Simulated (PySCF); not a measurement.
CH2NO, SMILES [NH]C=O, multiplicity 2. Atoms are numbered in the order given.

```xyz
5

N     -0.1132     1.1097     0.0000
C      0.4584    -0.0485     0.0000
O     -0.2964    -1.0556     0.0000
H     -1.1329     1.1148     0.0000
H      1.5458    -0.1471     0.0000
```
Charge 0, spin multiplicity 2.

Geometry optimised at PBE0-D3(BJ)/def2-TZVP. A frequency run showed that this geometry is not a minimum. The isomer is the one that the SMILES or the coordinates give; other isomers of the formula were not compared. One conformer was computed; it need not be the lowest.

The numbers are results of PBE/def2-TZVPD in PySCF, not measurements.

Mulliken values depend strongly on the basis, most of all with diffuse functions as here. Atomic charges (e):

| atom | Mulliken | meta-Löwdin | Mulliken spin |
|---|---|---|---|
| N1 | -0.25 | -0.33 | 0.52 |
| C2 | 0.12 | 0.26 | -0.08 |
| O3 | -0.32 | -0.29 | 0.55 |
| H4 | 0.19 | 0.24 | 0.00 |
| H5 | 0.26 | 0.12 | 0.00 |
